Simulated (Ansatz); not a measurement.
Si3O4⁻. The state is a doublet with charge -1. Geometry r2SCAN-D4/def2-SVPD; atoms count from 1.

```xyz
7

Si    1.3496    0.0988   -0.1285
Si   -0.7248   -1.2906   -0.1455
Si    0.2098    3.1227    0.1813
O     0.7192    1.5991    0.5506
O    -0.0473   -0.2736   -1.2511
O     0.4549   -1.0423    0.9779
O    -1.9614   -2.2141   -0.1846
```

Another isomer (doublet) lies 0.86 eV lower at PBE0-D4/def2-TZVPD; other spin states weren't run for this one.

Q: Estimate the Mulliken populations from the PBE0/def2-TZVPD orbitals of Ansatz.

A: 
```tsv
atom	charge (e)	spin (α − β)
Si1	-0.21	-0.01
Si2	0.77	0.00
Si3	-0.22	0.94
O4	-0.01	0.08
O5	-0.31	-0.01
O6	-0.31	-0.01
O7	-0.71	0.00
```
Mulliken values depend strongly on the basis. With diffuse functions, as here, like atoms can get unlike values, and bond orders can come out too low or too high.

Q: Where does the spin sit?

A: Summed by element: Si 0.93, O 0.07, of 1 unpaired in all. Largest on single atoms: Si3 0.94, O4 0.08, Si1 -0.01.

Q: And the Mayer bond orders between heavy atoms (over 0.3)?

A: Si1–O4 0.57 (1.76 Å); Si1–O5 0.61 (1.83 Å); Si1–O6 0.65 (1.82 Å); Si2–O5 1.16 (1.65 Å); Si2–O6 1.17 (1.65 Å); Si2–O7 1.85 (1.54 Å); Si3–O4 1.19 (1.65 Å).
